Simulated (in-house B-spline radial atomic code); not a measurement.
Successive ionisation energies of barium; each step leads to the configuration of the next row (after the last: [Ne] 3s1). Dirac energy differences include first-order Breit, QED and recoil terms. NIST's values go from ground level to ground level; the uncertainty of those that are theory runs from under 0.1 % in few-electron ions to several per cent in heavy many-electron ones. Computed with a B-spline radial code for spherical atoms: Dirac-Hartree-Fock, average of the configuration, finite nuclei.

| ion | configuration | ionisation energy (eV) | tabulated value (eV) | tabulated kind | computed minus tabulated (eV) | highest orbital | largest mean radius (bohr) |
| --- | --- | --- | --- | --- | --- | --- | --- |
| Ba25+ | [Ar] 3d10 4s2 4p1 | 832.6 | 846 | tabulated theory | -13 | 4p3/2 | 0.62339 |
| Ba26+ | [Ar] 3d10 4s2 | ? | ? | tabulated theory | ? | ? | ? |
| Ba27+ | [Ar] 3d10 4s1 | ? | ? | semi-empirical | ? | ? | ? |
| Ba28+ | [Ar] 3d10 | 1701.4 | 1695 | tabulated theory | 6 | 3d5/2 | 0.28603 |
| Ba29+ | [Ar] 3d9 | 1787.7 | 1776 | tabulated theory | 12 | 3d5/2 | 0.28386 |
| Ba30+ | [Ar] 3d8 | 1875.6 | 1864 | tabulated theory | 12 | 3d5/2 | 0.282 |
| Ba31+ | [Ar] 3d7 | 1965.0 | 1958 | tabulated theory | 7 | 3d5/2 | 0.28014 |
| Ba32+ | [Ar] 3d6 | 2056.0 | 2047 | tabulated theory | 9 | 3d5/2 | 0.27829 |
| Ba33+ | [Ar] 3d5 | 2148.6 | 2142 | tabulated theory | 7 | 3d5/2 | 0.27646 |
| Ba34+ | [Ar] 3d4 | 2242.7 | 2256 | tabulated theory | -13 | 3d5/2 | 0.27463 |
| Ba35+ | [Ar] 3d3 | 2338.4 | 2349 | tabulated theory | -11 | 3d5/2 | 0.27282 |
| Ba36+ | [Ar] 3d2 | 2435.6 | 2452 | tabulated theory | -16 | 3d5/2 | 0.27103 |
| Ba37+ | [Ar] 3d1 | 2534.4 | 2547 | tabulated theory | -13 | 3d5/2 | 0.26924 |
| Ba38+ | [Ne] 3s2 3p6 | 2845.9 | 2814 | tabulated theory | 32 | 3p3/2 | 0.26747 |
| Ba39+ | [Ne] 3s2 3p5 | 2934.2 | 2901 | tabulated theory | 33 | 3p3/2 | 0.26609 |
| Ba40+ | [Ne] 3s2 3p4 | 3023.5 | 2994 | tabulated theory | 30 | 3p3/2 | 0.26473 |
| Ba41+ | [Ne] 3s2 3p3 | 3113.7 | 3081 | tabulated theory | 33 | 3p3/2 | 0.26337 |
| Ba42+ | [Ne] 3s2 3p2 | 3204.8 | 3266 | tabulated theory | -61 | 3p3/2 | 0.26203 |
| Ba43+ | [Ne] 3s2 3p1 | ? | ? | tabulated theory | ? | ? | ? |
| Ba44+ | [Ne] 3s2 | 3546.1 | 3546 | tabulated theory | 0 | 3s1/2 | 0.25939 |

(1) Fill in the row of Ba26+.

(2) Fill in the row of Ba27+.

(3) Fill in the row of Ba43+.

(4) Where is the largest jump?

Where a p, d or f electron is removed, the computed value is a mean over both j, so it misses the tabulated one by a part of the spin-orbit splitting; averaging over terms and missing correlation add to the gap, relatively most at low charge.

## Answers

(1) ionisation energy (eV): 934.6; tabulated value (eV): 935; computed minus tabulated (eV): 0; highest orbital: 4s1/2; largest mean radius (bohr): 0.59874.

(2) ionisation energy (eV): 975.1; tabulated value (eV): 976.62; computed minus tabulated (eV): -1; highest orbital: 4s1/2; largest mean radius (bohr): 0.59376.

(3) ionisation energy (eV): 3296.8; tabulated value (eV): 3363; computed minus tabulated (eV): -66; highest orbital: 3p3/2; largest mean radius (bohr): 0.26071.

(4) From Ba27+ to Ba28+, by a factor of 1.74 (975.12 to 1701.4 eV); the highest orbital goes from 4s1/2 to 3d5/2.
